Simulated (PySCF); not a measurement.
## Niobium: a sound run and one with changed settings

Sound run: Nb [Kr] 4d4 5s1, Nb+ [Kr] 4d4. Computed with PySCF 2.14 in cc-pVTZ-PP with ECP28MDF (5s5p4d2f1g, 63 functions), with a scalar-relativistic core potential. The sound run starts from symmetry-adapted Hartree-Fock orbitals and uses a fine grid where one is needed.

Changed run: basis STO-3G, all-electron and non-relativistic. This setting is unsound on purpose.

| species | method | sound run (hartree) | changed run (hartree) | converged |
| --- | --- | --- | --- | --- |
| Nb | UHF | -56.14928 | -3715.89002 | yes |
| Nb | BP86 | -56.71268 | -3717.77167 | yes |
| Nb+ | UHF | -55.92933 | -3715.78718 | yes |
| Nb+ | BP86 | -56.44289 | -3717.62166 | yes |

Ionisation energy of Nb:

```tsv
method	sound run (eV)	changed run (eV)
UHF	5.985	2.799
BP86	7.341	4.082
TPSS	n/a	3.741
```

A minimal basis cannot let orbitals breathe on ionisation and holds almost no correlation. The Hamiltonian changed with the basis, so the totals do not compare.

For comparison, NIST gives 6.759 eV between the lowest levels.
